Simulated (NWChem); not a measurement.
Species: Si2H3F, singlet; SMILES F[Si][SiH3]

```xyz
6

Si     0.5223    -0.8814     0.4468
F     -0.6483    -1.4746    -0.5436
Si    -0.0806     1.4523     0.0701
H      0.7829     2.4131     0.8287
H     -1.5071     1.6731     0.4788
H      0.0310     1.7682    -1.3923
```
Atoms are numbered in this order, from 1.

Results from NWChem. Geometry optimised at PBE0/def2-SVP; all other runs use it. Low-valent species are run as closed-shell singlets; no triplet was tried in these runs.

| quantity | level | value |
|---|---|---|
| vertical ionisation energy, ΔSCF (eV) | PBE/def2-SVP | (withheld) |
| cavity-dispersion-structure term (kcal/mol) in n-hexane | PBE0/def2-SVP, SMD | (withheld) |
| isotropic polarisability (bohr³), static | B3LYP/def2-SVPD | 65.6 |
| vertical, lowest state with f > 0.02, singlet (eV) | B3LYP/def2-SVPD, TDA | (withheld) |
| dipole (D) | PBE0/def2-SVP | 0.88 |
| highest harmonic frequency (cm⁻¹) | PBE0/def2-SVP | 2217 |

Problem. What belongs in the gaps?

Solution. 
- vertical ionisation energy, ΔSCF (eV), value: 8.43
- cavity-dispersion-structure term (kcal/mol) in n-hexane, value: -0.8
- vertical, lowest state with f > 0.02, singlet (eV), value: 4.76
